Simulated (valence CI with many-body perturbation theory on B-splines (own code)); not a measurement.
**Sensitivity of CI+MBPT for As XXI**

Computed by configuration interaction combined with many-body perturbation theory (CI+MBPT): three valence electrons over a frozen Dirac-Fock core [Ne], radial functions for each j: 6 s, 6 p, 5 d, 3 f, 1 g, with the one-electron correlation potential Σ1, the two-electron term Σ2, the three-electron term Σ3, Breit, model QED; selected CI, second order for the rest, scaled by the run's own slope (own B-spline code, finite nucleus).

No measured spectrum was set against this ion. As an estimate, levels of excited configurations hold to 0.05 to 0.15 % of their energy, terms of the ground configuration to about 0.5 %.

The reference run has the lowest level 3s2 3p 2P°_1/2 and an ionisation energy of 819.936 eV. Its largest variational space holds 2931 state functions.

Names give the largest LS component (configuration and term), which can be under half, so a name can repeat, a term be missing and a line seem to break the LS rules; names also repeat where a configuration has a term twice.

Changed runs:
A. scale of Σ2 1 → 1.2
B. selection threshold (hartree) 2e-08 → 1e-06
C. correlating orbitals by l 3 3 3 2 1 → 2 4 4 2 3
D. size limit of the variational space 10000 → 300; second order for the rest on → off (bad on purpose)

Excitation energies of the reference run in cm⁻¹, and shifts in cm⁻¹:

```tsv
Level	Reference	A	B	C	D
3s2 3p 2P°_3/2	63580	+17	0	+1.9	+393
3s 3p2 4P_1/2	351774	+263	+0.1	+9.0	-270
3s 3p2 4P_3/2	383013	+299	+0.1	+14	-78
3s 3p2 4P_5/2	409961	+276	+0.1	+10	-118
3s 3p2 2D_3/2	483443	+62	+0.1	-14	+355
3s 3p2 2D_5/2	499476	+118	0	-10	+273
3s 3p2 2P_1/2	561293	-602	+0.3	-42	+114
3s 3p2 2S_1/2	624800	-547	+0.2	-45	+111
3s 3p2 2P_3/2	636504	-833	-0.1	-26	+783
3s2 3d 2D_3/2	720798	-755	0	-46	+833
3s2 3d 2D_5/2	729371	-732	0	-46	+657
3p3 2D°_3/2	895559	-119	+0.1	-19	+382
Ionisation energy (eV)	819.936	-0.038	0	+0.0029	-0.074
```
